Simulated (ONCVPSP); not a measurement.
## Before and after: ONCV potential for N

nitrogen, optimised norm-conserving Vanderbilt (ONCV), made with ONCVPSP 4.0.1 (PW91, scalar-relativistic). Core [He], reference 2s1 2p4. Waves: 2s: rc 1.15 bohr, ncon 4, nbas 7, qcut 5.3 1/bohr, local; 2p: rc 2.60 bohr, ncon 4, nbas 7, qcut 5.4 1/bohr, 3 projectors, debl 3.7 Ha. Local part: the s channel. Core correction: polynomial model core, fcfact 0.35.

Change: all radii but the core radius scaled by about 1.32 (s 1.52, p 3.42 bohr).

Cutoffs: the cutoffs (Ha) at which the residual kinetic energy of the hardest occupied pseudo-wave falls to 1 and 0.1 mHa per electron; they do not see the model core or the augmentation charge, which bear on the density cutoff. Errors are all-electron minus pseudo energies relative to the spin-unpolarised reference configuration.

What does the change do?

The potential gets softer (65 Ha and 90 Ha → 12 Ha and 39 Ha); the number of tests with a reliable result goes from 4 to 3; of the 3 tests that both files solve, the error grows in 3 and shrinks in 0 by more than 15 % and 0.3 meV (median size 122.5 → 205.7 meV); neither file shows a bound ghost. A larger radius leaves more room for a smooth pseudo-wave, so fewer plane waves are needed. More of the atom is replaced by a form fitted at one configuration, so other configurations suffer.

```csv
quantity,base,changed
"cutoff, loose",65 Ha,12 Ha
"cutoff, tight",90 Ha,39 Ha
loose cutoff by channel,"s 65 Ha, p 10 Ha","s 12 Ha, p 8.0 Ha"
bound ghosts,none,none
GHOST(+) flags under 300 eV,none,none
tests with a reliable result,4 of 4,3 of 4
"error for 2s2 2p3, meV [ΔE -11.48 eV]",-60,-189
"error for 2s2 2p2, meV [ΔE 2.19 eV]",+381,+457
"error for 2s1 2p3, meV [ΔE 13.94 eV]",+122,-206
"rms error of d²Exc/dni dnj with the model core, mHa",1.37,2.79
```
